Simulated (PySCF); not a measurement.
**MP2, SCS-MP2 and SOS-MP2 from spin components**

System: C$_{2}$H$_{7}$BO (SMILES CBOC), singlet, at a GFN2-xTB geometry. Level: PySCF with MP2/cc-pVDZ. Sums are taken with unrounded values, so a last digit can differ.

Input for PySCF:
```python
from pyscf import gto, scf, mp

mol = gto.Mole()
mol.atom = '''
    B    -0.34304083    0.31910635    0.53253408
    H    -1.38146531   -0.04017254    0.97955924
    C     0.39701008    1.59703681    1.10719265
    H     0.59884637    1.48443536    2.17032782
    H    -0.22614654    2.48320369    1.00574199
    H     1.33985674    1.79098549    0.60471229
    O     0.23870738   -0.33452842   -0.46728430
    C    -0.28126360   -1.47932518   -1.08989298
    H    -0.42118850   -1.26836086   -2.15296407
    H     0.43846275   -2.29475539   -0.98382071
    H    -1.23729932   -1.78090993   -0.65175064
'''
mol.basis = 'cc-pvdz'
mol.verbose = 4
mol.max_memory = 1800
mol.build()

mf = scf.RHF(mol)
mf.kernel()

pt = mp.MP2(mf, frozen=4)
pt.kernel()
print('E(MP2) = %.10f' % pt.e_tot)
```

It gave an SCF energy of -179.410151 Eh, a same-spin correlation energy of -0.128911 Eh and an opposite-spin one of -0.429192 Eh.

Work out the MP2, SCS-MP2 (6/5 and 1/3) and SOS-MP2 (1.3 and 0) correlation and total energies.

MP2: -0.429192 + (-0.128911) = -0.558103 Eh, total -179.968254 Eh, as the program printed. SCS-MP2: 1.2 × (-0.429192) + (-0.128911)/3 = -0.558001 Eh, total -179.968152 Eh. SOS-MP2: 1.3 × (-0.429192) = -0.557950 Eh, total -179.968101 Eh. Opposite spins carry 77 % of the MP2 correlation; same-spin pairs are already kept apart by exchange.
